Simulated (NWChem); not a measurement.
# C2H8Zr; SMILES [CH3][ZrH2][CH3]

Results from NWChem. Geometry: optimised at PBE0/def2-SVP. No frequency run checked for a minimum. def2 effective core potentials on Zr; no spin-orbit coupling. Level TPSS/def2-TZVP: single points from the atomic guess with DIIS by default; each run changes one setting, and all converged runs end within 0.3 mHa of each other.

Question: Which setting needs the most SCF iterations, or fails (defaults; no DIIS, 40 % damping; DIIS on 3 Fock matrices; occupation smearing of 0.005 Ha; DIIS on 20 Fock matrices)?

Answer: no DIIS, 40 % damping, with 94 against 9 for the defaults.
```json
[
 {"setting": "defaults", "SCF iterations": "9"},
 {"setting": "occupation smearing of 0.005 Ha", "SCF iterations": "9"},
 {"setting": "DIIS on 20 Fock matrices", "SCF iterations": "8"},
 {"setting": "no DIIS, 40 % damping", "SCF iterations": "94"},
 {"setting": "DIIS on 3 Fock matrices", "SCF iterations": "9"}
]
```
